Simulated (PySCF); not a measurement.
CH5ClF2Si2, SMILES F[Si]([SiH2]Cl)(F)C. Atoms are numbered in the order given.

```xyz
11

C     -2.1354    -0.5676    -0.0388
Si    -0.7924     0.7016     0.1122
F     -0.6055     1.1109     1.6747
F     -1.2187     2.0675    -0.6633
Si     1.2850    -0.0191    -0.6932
Cl     1.5203    -1.9386     0.1119
H     -1.8042    -1.5145     0.4158
H     -3.0530    -0.2323     0.4707
H     -2.3725    -0.7580    -1.0977
H      2.4188     0.8351    -0.2489
H      1.2993    -0.1292    -2.1782
```
Charge 0, spin multiplicity 1.

Geometry optimised at B3LYP-D3(BJ)/def2-SVP. This is a generated structure with no PubChem entry under its InChIKey; it may be hypothetical. The values are those of a single conformer.

Method: SMD-PBE0/6-31G* (PySCF).

Solvation free energies are E(SMD) − E(gas) at the gas-phase geometry, for 1 M in both phases. In vacuum the dipole moment is 1.59 D.

Task: Estimate the solvation free energies in water, dichloromethane, benzene. (The exact figures need the calculation; the answer reports its results.)

Result: 
| solvent | ΔG(solv) (kcal/mol) | its non-electrostatic (CDS) part | dipole (D) |
|---|---|---|---|
| water | 0.0 | 4.4 | 2.03 |
| dichloromethane | -4.5 | -0.8 | 1.96 |
| benzene | -3.1 | -1.0 | 1.77 |
